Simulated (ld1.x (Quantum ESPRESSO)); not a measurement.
**P (Z = 15), TM: configuration errors across variants**

P, norm-conserving Troullier–Martins (Kleinman–Bylander form), made with ld1.x (Quantum ESPRESSO) 7.5 (PBE, scalar-relativistic). Core [He], reference 2s2 2p6 3s2 3p3. Waves: 2p (bound): rc 0.45 bohr; 3d channel at 0.15 Ry: rc 0.50 bohr; 2s (bound): rc 0.65 bohr. Local part: the s channel. Core correction: none.

Occupied shells without a wave of their own: 3p, 3s. They enter only through the test configuration that unscreens the potential.

All-electron excitation energies from the reference (eV): (1) 2s2 2p6 3s2 3p2 9.730; (2) 2s2 2p6 3s2 3p1 28.877; (3) 2s2 2p6 3s2 3p0 58.616; (4) 2s2 2p6 3s2 3p2.5 3.775; (5) 2s2 2p6 3s1 3p4 8.534; (6) 2s2 2p6 3s0 3p5 17.200; (7) 2s2 2p6 3s2 3p3.3 -1.307.

For the base: The 3p, 3s levels have no wave, so the channel is fitted at the deeper level alone: the likely source of the large errors.

On the changes marked as counting shells twice: ld1.x takes every shell without a wave as core, so the model core holds the marked electrons as well and exchange and correlation see them twice. This cancels in the reference configuration, but the file is broken for other ones, and its errors say nothing about a proper core correction.

3 further variants failed, have other tests or too few solved ones, and are left out.

The file “base” misses its own reference levels by 0.3 eV. The file “core correction a·sin(br)/r model core inside 0.30 bohr (3p, 3s counted twice)” misses its own reference levels by 0.3 eV. The file “wave 3d channel at 0.15 Ry: rc 0.50 bohr becomes 3d channel at 0.15 Ry: rc 0.32 bohr” misses its own reference levels by 0.3 eV. The file “wave 2p (bound): rc 0.45 bohr becomes 2p (bound): rc 0.62 bohr” misses its own reference levels by 0.3 eV.

Errors AE − PS in meV (a dash: test not solved or not reliable):

```csv
change,(1),(2),(3),(4),(5),(6),(7),bound ghosts
base,-85,-220,-404,-37,-243,-498,+16,not determined
"core correction a·sin(br)/r model core inside 0.30 bohr (3p, 3s counted twice)",-214,-796,-1877,-67,-252,-532,+6.4,not determined
local potential the d channel,+9.3,+24,+49,+4.2,-176,-364,-2.1,not determined
wave 3d channel at 0.15 Ry: rc 0.50 bohr becomes 3d channel at 0.15 Ry: rc 0.32 bohr,-85,-220,-404,-37,-243,-498,+16,not determined
wave 2s (bound): rc 0.65 bohr becomes 2s (bound): rc 0.50 bohr,+5.1,+13,+26,+2.3,-84,-174,-1.2,not determined
"all radii scaled by about 0.88 (s 0.56, p 0.40, d 0.44 bohr)",-22,-58,-105,-9.6,-123,-253,+4.1,not determined
wave 2p (bound): rc 0.45 bohr becomes 2p (bound): rc 0.62 bohr,-45,-117,-209,-19,-274,-565,+8.4,none
```

Q: Give the same row for: wave 2p (bound): rc 0.45 bohr becomes 2p (bound): rc 0.48 bohr.

A: -81, -210, -385, -35, -246, -504, +15; bound ghosts: not determined.
